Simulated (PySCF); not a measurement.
# Working out the ionisation energy of Xe

Xe [Xe] (1S) → Xe⁺ [Kr] 4d10 5s2 5p5 (2P). Computed with PySCF 2.14 in x2c-TZVPPall (8s6p4d2f, 60 functions), with the spin-free X2C one-electron Hamiltonian (Gaussian nucleus). Frozen: [Ar] 3d10. Energies in hartree (1 hartree = 27.21139 eV):

| part | Xe (lower) | Xe⁺ (upper) |
| --- | --- | --- |
| UHF | -7443.465191 | -7443.041000 |
| CCSD correlation | -0.608426 | -0.581861 |
| (T) | -0.010688 | -0.009119 |

Task: What does Hartree-Fock give?

Result: (-7443.041000) − (-7443.465191) = 0.424191 hartree = 11.543 eV.

Task: What do CCSD and CCSD(T) give?

Result: The CCSD correlation energies differ by 0.026565 hartree = 0.723 eV and the triples by 0.001569 hartree = 0.043 eV, so CCSD gives 12.266 eV and CCSD(T) 12.309 eV.

Measured between the centres of the two terms (NIST): 12.565 eV, so CCSD(T) (valence and next inner shell) is off by -0.256 eV.

What remains against the reference includes basis incompleteness, the frozen core and higher excitations.
